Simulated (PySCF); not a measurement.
Cl2Te (SMILES Cl[Te]Cl), singlet, geometry from GFN2-xTB (all electrons, no relativity). Base run: B3LYP/STO-3G (PySCF).

Geometry (Å):
```xyz
3

Te    -0.0117     0.0120     0.6143
Cl     1.1146     1.3238    -0.9448
Cl    -1.0788    -1.3604    -0.9343
```
All else is at PySCF's defaults.

The base run was repeated with changes; each row names its change, and settings that it needs were set with it.

| change | basis functions | E (Eh) | HOMO (eV) | HOMO-LUMO gap (eV) | dipole (D) |
|---|---|---|---|---|---|
| base | 45 | -7459.63488 | -4.78 | 4.18 | 1.82 |
| basis = x2c-TZVPall; relativity = spin-free X2C | 134 | -7717.31923 | -6.38 | 3.46 | 2.02 |
| basis = jorge-DZP-DKH; relativity = spin-free X2C | 96 | -7711.67943 | -6.53 | 3.37 | 2.61 |
| basis = x2c-SVPall; relativity = spin-free X2C | 72 | -7716.18567 | -6.18 | 3.43 | 2.12 |
| basis = x2c-TZVPall; relativity = none | 134 | -7394.80304 | -6.43 | 3.46 | 1.58 |
| basis = jorge-DZP-DKH; relativity = spin-free X2C; nucleus = Gaussian (with nucmod='G') | 96 | -7711.49450 | -6.53 | 3.37 | 2.61 |
| basis = x2c-TZVPall; relativity = spin-free X2C; nucleus = Gaussian (with nucmod='G') | 134 | -7717.13422 | -6.38 | 3.46 | 2.02 |
| basis = x2c-SVPall; relativity = spin-free X2C; nucleus = Gaussian (with nucmod='G') | 72 | -7716.02198 | -6.18 | 3.43 | 2.12 |
| basis = x2c-SVPall; relativity = none | 72 | -7363.00246 | -6.84 | 3.51 | 0.24 |
| basis = jorge-DZP-DKH; relativity = none | 96 | -7465.07518 | -6.66 | 3.39 | 2.10 |

Totals shift with the method and basis; they matter in differences.

Basis sets contracted for a relativistic Hamiltonian are a mismatch without it, so the rows without relativity aren't non-relativistic limits. No row has spin-orbit coupling; sets with core potentials leave out the core electrons.
